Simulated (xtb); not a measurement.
H$_{9}$NSi$_{3}$, triplet, at a GFN2-xTB geometry (a higher spin typed on purpose: for a closed-shell molecule this is an excited state); GFN2-xTB in xtb 6.7.1.

xtb was given this input:
```
$ xtb mol.xyz --gfn 2 --uhf 2 --etemp 5000 --json

# file mol.xyz
13

Si     0.29588846     1.70251023     0.48373777
N     -0.00000000     0.00000000     0.00000000
Si    -1.65400544    -0.53010415    -0.45094223
Si     1.35811698    -1.17240608    -0.03279554
H     -1.01382701     2.33135297     0.38956111
H      0.85534829     1.52194590     1.82432035
H      1.30231079     2.10473084    -0.50017945
H     -1.95043645     0.38073295    -1.55785906
H     -1.49893954    -1.94102467    -0.77486335
H     -2.39739895    -0.20205199     0.76664074
H      0.87160691    -2.19407132     0.89578860
H      1.31856941    -1.61128638    -1.42871119
H      2.51276655    -0.39032830     0.38530224
```

Problem. What does xtb print? Leave out banner, timings and long lists.

Solution. 
```
   ID    Z sym.   atoms
    1   14 Si     1, 3, 4
    2    7 N      2
    3    1 H      5-13

           -------------------------------------------------
          |                Calculation Setup                |
           -------------------------------------------------

           -------------------------------------------------
          |                 G F N 2 - x T B                 |
           -------------------------------------------------

          ...................................................
          :                      SETUP                      :
          :.................................................:
          :  # basis functions                  43          :
          :  # atomic orbitals                  40          :
          :  # shells                           20          :
          :  # electrons                        26          :
          :  max. iterations                   250          :
          :  Hamiltonian                  GFN2-xTB          :
          :  restarted?                      false          :
          :  GBSA solvation                  false          :
          :  PC potential                    false          :
          :  electronic temp.         5000.0000000     K    :
          :  accuracy                    1.0000000          :
          :  -> integral cutoff          0.2500000E+02      :
          :  -> integral neglect         0.1000000E-07      :
          :  -> SCF convergence          0.1000000E-05 Eh   :
          :  -> wf. convergence          0.1000000E-03 e    :
          :  Broyden damping             0.4000000          :
          :  net charge                          0          :
          :  unpaired electrons                  2          :
          ...................................................

 iter      E             dE          RMSdq      gap      omega  full diag
   1    -12.6134318 -0.126134E+02  0.659E+00    1.06       0.0  T
   2    -12.7305132 -0.117081E+00  0.472E+00    1.01       1.0  T
   3    -12.7280531  0.246015E-02  0.242E+00    1.04       1.0  T
   4    -12.7315294 -0.347628E-02  0.195E+00    1.08       1.0  T
   5    -12.7470183 -0.154889E-01  0.516E-01    1.09       1.0  T
   6    -12.7470575 -0.392419E-04  0.148E-01    1.08       1.0  T
   7    -12.7471070 -0.494365E-04  0.954E-02    1.09       1.0  T
   8    -12.7471582 -0.512647E-04  0.284E-02    1.08       1.0  T
   9    -12.7471610 -0.273603E-05  0.153E-02    1.08       1.8  T
  10    -12.7471620 -0.100513E-05  0.144E-03    1.08      19.2  T
  11    -12.7471620 -0.827060E-08  0.328E-04    1.08      84.6  T
  12    -12.7471620 -0.695495E-09  0.302E-04    1.08      91.9  T

   *** convergence criteria satisfied after 12 iterations ***

 transition dipole moment (au) for excitation:          13          14
     X       Y       Z
  -0.0203  -0.0265   0.1057  total (au/Debye):    0.111   0.282
 dE (eV)             :    4.567
 oscillator strength :  0.19453E-02

         :::::::::::::::::::::::::::::::::::::::::::::::::::::
         ::                     SUMMARY                     ::
         :::::::::::::::::::::::::::::::::::::::::::::::::::::
         :: total energy             -12.635000345511 Eh    ::
         :: gradient norm              0.014566794170 Eh/a0 ::
         :: HOMO-LUMO gap              1.083754193165 eV    ::
         ::.................................................::
         :: SCC energy               -12.747141844396 Eh    ::
         :: -> isotropic ES            0.038807949943 Eh    ::
         :: -> anisotropic ES          0.001145307944 Eh    ::
         :: -> anisotropic XC          0.004506956626 Eh    ::
         :: -> dispersion             -0.010539913619 Eh    ::
         :: repulsion energy           0.112141498885 Eh    ::
         :: add. restraining           0.000000000000 Eh    ::
         :: total charge               0.000000000007 e     ::
         :::::::::::::::::::::::::::::::::::::::::::::::::::::

           -------------------------------------------------
          |                Property Printout                |
           -------------------------------------------------

    * Orbital Energies and Occupations

         #    Occupation            Energy/Eh            Energy/eV
      -------------------------------------------------------------
         1        2.0000           -0.7332783             -19.9535
         2        2.0000           -0.6867720             -18.6880
         3        2.0000           -0.6867700             -18.6880
         4        1.9997           -0.5073557             -13.8059
         5        1.9827           -0.4402285             -11.9792
         6        1.9778           -0.4361575             -11.8684
         7        1.9778           -0.4361570             -11.8684
         8        1.9447           -0.4211742             -11.4607
         9        1.9447           -0.4211730             -11.4607
        10        1.9262           -0.4163081             -11.3283
        11        1.8902           -0.4093739             -11.1396
        12        1.8902           -0.4093739             -11.1396
        13        1.4661           -0.3740922             -10.1796
        14        0.5645           -0.2062717              -5.6129 (HOMO)
        15        0.0948           -0.1664445              -4.5292 (LUMO)
        16        0.0948           -0.1664431              -4.5291
        17        0.0771           -0.1628684              -4.4319
        18        0.0771           -0.1628664              -4.4318
        19        0.0316           -0.1479674              -4.0264
        20        0.0203           -0.1407659              -3.8304
        21        0.0198           -0.1403490              -3.8191
        22        0.0198           -0.1403474              -3.8190
        23        0.0001           -0.0582083              -1.5839
        24        0.0001           -0.0582062              -1.5839
        25        0.0000           -0.0174713              -0.4754
       ...           ...                  ...                  ...
        40                          0.9551205              25.9902
      -------------------------------------------------------------
                  HL-Gap            0.0398272 Eh            1.0838 eV
             Fermi-level           -0.2892051 Eh           -7.8697 eV

     #   Z          covCN         q      C6AA      α(0)
     1  14 Si       3.770     0.422    98.839    19.025
     2   7 N        2.450    -0.472    32.561     8.474
     3  14 Si       3.770     0.422    98.839    19.025
     4  14 Si       3.770     0.422    98.839    19.025
     5   1 H        0.920    -0.088     5.172     3.557
     6   1 H        0.918    -0.088     5.168     3.556
     7   1 H        0.918    -0.088     5.168     3.556
     8   1 H        0.918    -0.088     5.168     3.556
     9   1 H        0.920    -0.088     5.172     3.557
    10   1 H        0.918    -0.088     5.168     3.556
    11   1 H        0.918    -0.088     5.168     3.556
    12   1 H        0.918    -0.088     5.168     3.556
    13   1 H        0.920    -0.088     5.172     3.557

 Mol. C6AA /au·bohr⁶  :       3094.219706
 Mol. C8AA /au·bohr⁸  :     121290.578780
 Mol. α(0) /au        :         97.551690

Wiberg/Mayer (AO) data.
largest (>0.10) Wiberg bond orders for each atom

 ---------------------------------------------------------------------------
     #   Z sym  total        # sym  WBO       # sym  WBO       # sym  WBO
 ---------------------------------------------------------------------------
     1  14 Si   3.391 --     5 H    0.844     2 N    0.842     7 H    0.829
                             6 H    0.829
     2   7 N    2.770 --     4 Si   0.842     1 Si   0.842     3 Si   0.842
     3  14 Si   3.391 --     9 H    0.844     2 N    0.842    10 H    0.829
                             8 H    0.829
     4  14 Si   3.391 --    13 H    0.844     2 N    0.842    11 H    0.829
                            12 H    0.829
     5   1 H    0.933 --     1 Si   0.844
     6   1 H    0.921 --     1 Si   0.829
     7   1 H    0.921 --     1 Si   0.829
     8   1 H    0.921 --     3 Si   0.829
     9   1 H    0.933 --     3 Si   0.844
    10   1 H    0.921 --     3 Si   0.829
    11   1 H    0.921 --     4 Si   0.829
    12   1 H    0.921 --     4 Si   0.829
    13   1 H    0.933 --     4 Si   0.844
 ---------------------------------------------------------------------------

Topologies differ in total number of bonds
Writing topology from bond orders to xtbtopo.mol

molecular dipole:
                 x           y           z       tot (Debye)
 q only:        0.000       0.000       0.000
   full:        0.000       0.000       0.000       0.000
molecular quadrupole (traceless):
                xx          xy          yy          xz          yz          zz
 q only:        1.051      -0.154       0.969       0.613       0.799      -2.020
  q+dip:       -1.043       0.153      -0.961      -0.608      -0.793       2.004
   full:       -0.137       0.020      -0.126      -0.080      -0.104       0.263

           -------------------------------------------------
          | TOTAL ENERGY              -12.635000345511 Eh   |
          | GRADIENT NORM               0.014566794170 Eh/α |
          | HOMO-LUMO GAP               1.083754193165 eV   |
           -------------------------------------------------

normal termination of xtb
```
